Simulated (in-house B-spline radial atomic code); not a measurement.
Configurations of Zn6+, with energies counted from [Ar] 3d6. Computed with a B-spline radial code for spherical atoms: non-relativistic TPSSh, spin-polarised, spherical fractional occupations, exact exchange averaged over the configuration, point nucleus. Shells without spins written out take the highest spin.

Occupations are held fixed; configurations that lie above the ionisation limit could autoionise.

```tsv
configuration	E - E(ref) (eV)	highest orbital	its <r> (bohr)
[Ne] 3s2 3p5 3d7	75.679	3d down	0.7081
[Ne] 3s2 3p5 3d6 4s1	119.96	4s up	1.603
[Ne] 3s2 3p5 3d6 4p1	132.54	4p up	1.724
[Ne] 3s2 3p5 3d6 4f1	168.32	4f up	2.38
```

Q: Order these further configurations by energy, lowest first.
A. [Ar] 3d5 4d1
B. [Ar] 3d5 4f1
C. [Ne] 3s2 3p5 3d6 4d1
D. [Ar] 3d5 4s1
E. [Ar] 3d5 4p1

A: D (44.322 eV), E (56.885 eV), A (76.273 eV), B (92.62 eV), C (152 eV).
